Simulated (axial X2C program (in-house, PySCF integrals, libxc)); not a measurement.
**Spectroscopic constants of SiTe⁻**

Calculated with an in-house relativistic program for diatomic molecules. Spin-free means the one-electron spin-free X2C Hamiltonian; two-component (2c) means X2C with spin–orbit coupling and atomic mean-field two-electron Coulomb and Gaunt terms, so the difference of the two also holds small scalar two-electron terms. Basis: Te dyall-acv3z [12s13p9d5f1g], Si dyall-av3z [9s8p3d2f] (cores contracted in-house); Gaussian nuclei, density fitting, unrestricted open shells. Masses: Te 129.906 u, Si 27.977 u.

The run was started with this input:
```json
{"zs": [52, 14], "q": -1, "bas": ["dyall-acv3z", "dyall-av3z"], "levels": ["PBE0", "HF", "LDA"], "cc": true, "r0": 2.35, "thr": -1.0, "nmax": 90, "npts": 10, "nst": 2, "ntry": 6}
```
```bash
python so2c.py task.json out
```

Keys: zs atomic numbers; q charge; bas basis sets; levels methods; cc coupled cluster on or off; r0 starting distance in Å; thr threshold in hartree for freezing inner shells (an s shell follows its p shell); nmax most natural virtual spinors; npts points on the curve; nst determinants followed; ntry starts of the search. HF also brings MP2.

State, spin-free: M_S = 1/2, Λ = 1 (beyond evenly filled blocks: π+α); electrons by block: σα: 15, σβ: 15, π+α: 8, π+β: 7, π-α: 7, π-β: 7, δ+α: 2, δ+β: 2, δ-α: 2, δ-β: 2. Fragments: Te- + Si.

State, 2c: Ω = 1/2 (⟨Sz⟩ = -0.50, ⟨Lz⟩ = 1.00 at LDA); electrons by block: 1/2: 23, -1/2: 22, 3/2: 9, -3/2: 9, 5/2: 2, -5/2: 2. Fragments: Te- + Si.

```csv
Hamiltonian,level,Re (Å),ωe (cm⁻¹),ωexe (cm⁻¹),Be (cm⁻¹),De (eV),D0 (eV),k (mdyn/Å),μ (D)
spin-free,PBE0,2.393,396.8,1.15,0.1279,3.57,3.54,2.14,-3.28
spin-free,HF,2.405,398.6,1.15,0.1266,1.95,1.92,2.16,-2.41
spin-free,MP2,2.395,405.4,0.971,0.1277,3.50,3.48,2.23,n/a
spin-free,CCSD,2.405,398.8,1.07,0.1266,3.24,3.22,2.16,n/a
spin-free,CCSD(T),2.414,391.7,1.02,0.1257,3.45,3.42,2.08,n/a
spin-free,LDA,2.387,390.7,1.15,0.1285,4.34,4.31,2.07,-3.62
2c,LDA,2.391,387.2,1.19,0.1281,4.21,4.18,2.03,-3.76
```

Correlated methods: 11 electrons correlated (number of frozen shells: Te 4 s, 3 p, 2 d; Si 2 s, 1 p), 281 virtual spin orbitals or spinors in MP2, 90 natural virtuals in coupled cluster.

Dipoles are positive if Si is the positive end and refer to the centre of mass.

One determinant describes the state; a PBE0 search over occupations chose it and may have missed a lower one. De is counted from the lowest determinant-based energies of the atoms at the same level, without counterpoise correction. Density functionals use the spin component along the axis (collinear). Coupled cluster ran in a truncated set of natural virtual spinors; the MP2 energy of the rest was added. (T) has no such correction and the atoms are truncated less, which lowers De at CCSD(T) by a hundredth of an eV or more. The 2c atoms are single determinants rather than J levels; their spin–orbit lowering is only partly caught, and De is too large by that part. This holds for LDA. The functionals have no current-density term, which raises determinants with orbital currents, atoms included. Some points did not converge and are left out. The highest occupied level of some functionals is positive through self-interaction error; at Hartree–Fock it is bound. The determinant is spin-polarised beyond a pure state at some levels (its spin-free form has ⟨S²⟩ too high), which makes Re and μ there less reliable. With the outer-core shells frozen, correlated bond lengths of heavy atoms tend to come out a few hundredths of an ångström too long. Hartree–Fock gets electron affinities wrong, so its lowest charge split need not be the true one.

No reliable constants came from CCSD (2c), CCSD(T) (2c), HF (2c), MP2 (2c), PBE0 (2c): no minimum in range, unconverged points, a curve that is not smooth, a change of character along it, or the two Hamiltonians disagreeing along it.

Rough cost a point (2c) on 1 thread(s) of a shared host, integrals apart: LDA 0.4 s.

The whole task took 2.9 min on 1 thread of Arm Neoverse V2, on a shared host.
